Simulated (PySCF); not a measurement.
Zn(OMe)(NH2) (CH₅NOZn), SMILES [NH2][Zn][O]C. Geometry: PBE0-D3(BJ)/def2-SVP. The structure was generated by enumeration; whether it is a known compound was not checked. One conformer was computed; it need not be the lowest.

Calculation: PBE0-D3(BJ)/def2-SVP (PySCF).

Harmonic wavenumbers (cm⁻¹): 82, 94, 103, 160, 234, 429, 555, 720, 761, 1174, 1182, 1218, 1474, 1475, 1484, 1542, 2951, 3006, 3057, 3569, 3659. Rotational constants (GHz): 43.74, 2.346, 2.286; symmetry number 1.

Problem. Work out the zero-point energy and the ideal-gas rigid-rotor harmonic-oscillator thermochemistry at 298.15 K and 1 atm.

Solution. ZPE = ½ Σ hcν = ½ × 28929 cm⁻¹ = 41.36 kcal/mol. H − E(el) = 46.31 kcal/mol. Entropy in cal/(mol K): translation 40.07, rotation 24.73, vibration 17.31, total 82.10. G − E(el) = 21.83 kcal/mol. Cp = 22.48 cal/(mol K). Modes under 150 cm⁻¹ make the vibrational entropy uncertain.
